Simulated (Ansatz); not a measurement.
Spectroscopic constants of TePb, closed-shell singlet (the spin of the measured ground state). No spin–orbit coupling.

The constants come from a fifth-degree fit in 1/R (seven points, main isotopes). In def2 and cc sets the state is the lowest found near the PBE0 minimum, followed along R. The singlet is held restricted.

Programs: Ansatz (Gaussian basis) for Hartree–Fock, density functionals and correlated methods.  In def2 rows elements past Kr take small-core potentials, without spin–orbit coupling.

Energies at B97M-V/def2-TZVPP:

| R (Å) | E (hartree) |
|---|---|
| 2.408582 | -460.92882980 |
| 2.473329 | -460.93719268 |
| 2.532896 | -460.94172060 |
| 2.600233 | -460.94390780 |
| 2.667569 | -460.94362121 |
| 2.745266 | -460.94092045 |
| 2.835911 | -460.93540186 |

Problem. With a reduced mass of 79.9610 u, find the minimum, the force constant and the constants.

Solution. A fifth-degree polynomial in 1/R puts the minimum at r_e = 2.6245 Å with force constant 217 N/m. Then ω_e = (1/2πc)√(k/μ) = 215 cm⁻¹ and B_e = h/(8π²cμr_e²) = 0.03061 cm⁻¹; the cubic and quartic terms give α_e = 5.8e-5 and ω_e x_e = 0.29 cm⁻¹.

Ansatz is an electronic-structure program.
